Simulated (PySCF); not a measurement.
# From computed data to an observable: oscillator strength and radiative lifetime

CH8F2Si3, SMILES FC[SiH2][Si@@H](F)[SiH3].

Coordinates come from a PBE0-D3(BJ)/def2-SVP optimisation. The structure was generated by enumeration; whether it is a known compound was not checked. One conformer was computed; it need not be the lowest.

TDA-CAM-B3LYP/def2-SVPD run with PySCF puts the first singlet state with f over 0.02 at 6.73 eV (vertical), with the transition dipole (-0.744, -0.429, 0.761) in atomic units.

Problem. Find the oscillator strength, the wavelength and the radiative lifetime that this transition would have in vacuum if emission retraced absorption.

Solution. 
|μ|² = 1.3167 au, so |μ| = 2.92 D. ΔE = 6.73/27.211 = 0.2473 hartree. f = (2/3) ΔE |μ|² = 0.217 (the program prints 0.217).
λ = 1239.84/6.73 = 184 nm; ν = 54281 cm⁻¹.
Einstein's coefficient A = 0.6670 ν² f s⁻¹ (ν in cm⁻¹) = 4.3e8 s⁻¹, so τ = 1/A = 2.3 ns. This state is S2; the lower singlet has f = 0.018. The figure is the radiative limit of this one transition; relaxation, internal conversion, crossing to triplets and a medium change what is measured.
